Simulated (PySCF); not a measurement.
H3Si2, SMILES [SiH][SiH2] (connectivity only; charge and spin as stated), neutral, multiplicity 2.

Geometry: ωB97X-D3(BJ)/def2-TZVP. The isomer is the one that the SMILES or the coordinates give; other isomers of the formula were not compared.

The numbers are results of TDA-PBE/def2-TZVPD run with PySCF, not measurements.

Vertical excitations. Isolated molecule, no solvent.

**Question.** Give excitation energies, oscillator strengths and character. (Estimate from the structure and the level; the computed values follow.)

**Answer.** 
| state | energy (eV) | λ (nm) | f | main pairs |
|---|---|---|---|---|
| root 1 | 0.93 | 1335 | 0.000 | β HOMO→LUMO 97 % |
| root 2 | 2.47 | 502 | 0.001 | α HOMO−1→LUMO 38 %, β HOMO−1→LUMO 51 %, β HOMO→LUMO+1 9 % |
| root 3 | 2.66 | 466 | 0.001 | α HOMO−1→LUMO 35 %, β HOMO−1→LUMO 48 %, β HOMO→LUMO+1 16 % |
| root 4 | 3.21 | 386 | 0.082 | α HOMO→LUMO 91 % |
| root 5 | 3.64 | 340 | 0.016 | α HOMO−1→LUMO 23 %, β HOMO→LUMO+1 72 % |
| root 6 | 4.15 | 299 | 0.001 | α HOMO−2→LUMO 16 %, β HOMO−2→LUMO 80 % |
| root 7 | 4.30 | 288 | 0.000 | α HOMO−2→LUMO 76 %, β HOMO−2→LUMO 17 %, β HOMO−1→LUMO+1 5 % |
| root 8 | 4.31 | 288 | 0.001 | α HOMO−1→LUMO+1 51 %, β HOMO→LUMO+2 45 % |
| root 9 | 4.71 | 263 | 0.010 | α HOMO→LUMO+1 88 %, β HOMO−1→LUMO+1 7 % |
| root 10 | 5.01 | 247 | 0.001 | α HOMO→LUMO+1 8 %, β HOMO−1→LUMO+1 86 % |
Unrestricted roots are not spin-pure.
